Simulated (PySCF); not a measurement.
C4H6BF, SMILES C#CB(C)CF. Atoms are numbered in the order given.

```xyz
12

C      1.1333    -2.2049     0.0000
C      0.3881    -1.2403     0.0000
B     -0.5474    -0.0380     0.0000
C     -2.1035    -0.2410     0.0000
C      0.0265     1.4248     0.0000
F      1.3925     1.5426     0.0000
H      1.7985    -3.0501     0.0000
H     -2.3985    -0.8426     0.8768
H     -2.6859     0.6920     0.0000
H     -2.3985    -0.8426    -0.8768
H     -0.3886     1.9592    -0.8799
H     -0.3886     1.9592     0.8799
```

The structure is a stationary point at PBE0-D3(BJ)/def2-SVP. This is a generated structure with no PubChem entry under its InChIKey; it may be hypothetical. Other conformers were not sampled.

Two levels are set side by side: PBE/pcSseg-1 (PySCF) and PBE0/pcSseg-1 (PySCF). GIAO shifts against BF3 (¹¹B), CFCl3 (¹⁹F), TMS (¹H), TMS (¹³C) at the same level; non-relativistic, no solvent, atoms listed together averaged. Differences are taken from unrounded values.

| quantity | PBE0 | PBE | PBE minus PBE0 |
|---|---|---|---|
| δ(¹³C) of C1 (ppm) | 131.7 | 129.5 | -2.2 |
| δ(¹³C) of C2 (ppm) | 95.7 | 99.5 | 3.8 |
| δ(¹¹B) of B3 (ppm) | 60.4 | 61.5 | 1.1 |
| δ(¹³C) of C4 (ppm) | 13.2 | 14.1 | 1.0 |
| δ(¹³C) of C5 (ppm) | 89.9 | 94.3 | 4.4 |
| δ(¹⁹F) of F6 (ppm) | -282.8 | -300.3 | -17.5 |
| δ(¹H) of H7 (ppm) | 4.89 | 4.89 | 0.00 |
| δ(¹H) of H8, H9, H10 (ppm) | 1.09 | 1.11 | 0.02 |
| δ(¹H) of H11, H12 (ppm) | 5.09 | 5.33 | 0.24 |

Rough cost on one machine, each run with all the roots and properties that it gave: PBE0 against PBE within a factor of 2.
